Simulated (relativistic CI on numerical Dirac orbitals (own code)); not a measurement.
**Ti+ in a cubic cluster: L2,3 absorption with charge transfer**

Computed with a charge-transfer multiplet model of a cubic metal-ligand cluster with up to one ligand hole, Slater and spin-orbit integrals from Dirac-Coulomb-Breit ions, Slater integrals scaled by 0.7. The ground state mixes d3 with configurations of k ligand holes L, whose averages lie at kΔ + k(k − 1)U_dd/2; a core hole lowers each added d electron by U_cd. 300 K, Lorentzian 0.4 eV and Gaussian 0.3 eV FWHM.

Atomic integrals in eV (Slater integrals scaled, ζ unscaled), ground: F2dd 4.733, F4dd 2.905, zeta_d 0.009; with the core hole: F2dd 5.484, F4dd 3.378, zeta_d 0.017, zeta_core 3.750, F2cd 2.909, G1cd 2.019, G3cd 1.143.

Cluster parameters (eV): U_dd = 4.7, U_cd = 5.6, 10Dq = 0.5, 10Dq(ligand) = 1.2, V(eg) = 2.65, V(t2g) = -1.12, final-state hopping factor = 0.8.

```tsv
Case	n_d	d3	d4L	S
Δ = 8.7 eV	3.20	0.80	0.20	1.50
Δ = 9.7 eV	3.18	0.82	0.18	1.50
Δ = 11.7 eV	3.15	0.85	0.15	1.50
```

Weights, n_d and S are thermal averages at 300 K. Photon energies count from the first peak over 30 % of the highest in each spectrum, which can be another peak from case to case. The parameters are a model scan and need not match a compound or its usual spin state. Peaks in eV (height, largest 100):
- Δ = 8.7 eV: 0.0 (100), 5.0 (61), 6.2 (54)
- Δ = 9.7 eV: 0.0 (100), 5.0 (59), 6.1 (55)
- Δ = 11.7 eV: 0.0 (100), 5.0 (57), 6.2 (56)

Curve for Δ = 8.7 eV (points under 2 left out, the grid thinned):

(E (eV), Intensity): (-2.7, 2.0), (-2.4, 2.8), (-2.2, 3.6), (-1.9, 5.0), (-1.7, 6.6), (-1.4, 12.1), (-1.1, 24.0), (-0.9, 40.2), (-0.6, 62.8), (-0.4, 67.8), (-0.1, 96.1), (0.1, 99.0), (0.4, 90.0), (0.7, 76.1), (0.9, 53.2), (1.2, 30.1), (1.4, 24.5), (1.7, 18.4), (2.0, 14.1), (2.2, 13.0), (2.5, 9.5), (2.7, 7.2), (3.0, 5.6), (3.3, 5.5), (3.5, 6.2), (3.8, 9.1), (4.0, 14.2), (4.3, 23.9), (4.6, 36.0), (4.8, 52.6), (5.1, 58.2), (5.3, 45.6), (5.6, 42.0), (5.9, 47.7), (6.1, 53.0), (6.4, 43.3), (6.6, 27.8), (6.9, 13.9), (7.1, 9.6), (7.4, 6.3), (7.7, 4.5), (7.9, 3.6), (8.2, 3.0), (8.4, 2.6), (8.7, 2.1)

For the case Δ = 8.7 eV, Δ = 8.7 eV is larger than U_dd = 4.7 eV, the Mott-Hubbard side of the Zaanen-Sawatzky-Allen scheme. With the core hole the configuration with one ligand hole lies at Δ + U_dd − U_cd = 7.8, 8.8, 10.8 eV from the one without, in the order of the table; where this is negative the screened configuration lies lower.

With at most 1 ligand hole the space is cut while the next configuration still counts, so covalency is underestimated, and a final configuration with one more ligand hole, which can lie low, is missing from the spectra.
